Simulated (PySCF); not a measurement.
# Löwdin shares of the frontier orbitals

Species: lithium bromide, LiBr.
Z-matrix (Å and degrees, PBE0-D3(BJ)/def2-TZVP geometry), rows numbered from 1:
```
Li
Br  1  2.1703
```

The calculation used PySCF, TDDFT CAM-B3LYP/aug-cc-pVTZ, vertical, gas phase, core orbitals frozen in the response. Geometry: PBE0-D3(BJ)/def2-TZVP; no solvent, vibrations or thermal averaging. Relativistic effects, spin–orbit coupling among them, are left out although an element past zinc is present.

Kohn–Sham orbitals with the atoms that hold most of them (Löwdin shares over 4%, at most four atoms):

| orbital | ε (eV) | atoms |
| --- | --- | --- |
| LUMO+2 | 0.22 | Li1 97% |
| LUMO+1 | 0.22 | Li1 97% |
| LUMO | -1.09 | Li1 92%, Br2 8% |
| HOMO | -8.15 | Br2 81%, Li1 19% |
| HOMO-1 | -8.15 | Br2 81%, Li1 19% |
| HOMO-2 | -8.85 | Br2 91%, Li1 9% |
| HOMO-3 | -20.80 | Br2 76%, Li1 24% |

Within 0.005 eV of a neighbour in this list lie HOMO-1/HOMO and LUMO+1/LUMO+2 (point group found: C∞v).

(1) How does S1 compare with the orbital gap of 7.06 eV?

## Answers

(1) S1 is at 4.42 eV (f = 0.028), 2.64 eV below the gap, made of HOMO-1/HOMO→LUMO (≥95%). S1/S2 lie within about 0.01 eV of each other. 

Next come S2 at 4.42 eV (f 0.028), HOMO-1/HOMO→LUMO (≥95%); S3 at 5.08 eV (f 0.036), HOMO-2→LUMO (94%); S4 at 5.95 eV (f 0.0000), HOMO-1/HOMO→LUMO+1/LUMO+2 (≥35%), HOMO-1/HOMO→LUMO+5 (≥16%); S5 at 5.95 eV (f 0.0000), HOMO-1/HOMO→LUMO+1/LUMO+2 (≥35%), HOMO-1/HOMO→LUMO+6 (≥16%).

Orbitals of the list HOMO-3 to LUMO+2 that lie within 0.01 eV of each other are written together with a slash and their weights summed (≥ marks a lower bound); for degenerate orbitals outside that list single weights are arbitrary.

Löwdin shares depend on the basis, the more so with diffuse functions.

Hardware: one thread of an Arm Neoverse V1, no GPU, shared host. Cost: 3.0 s, 0.42 GiB resident at most.
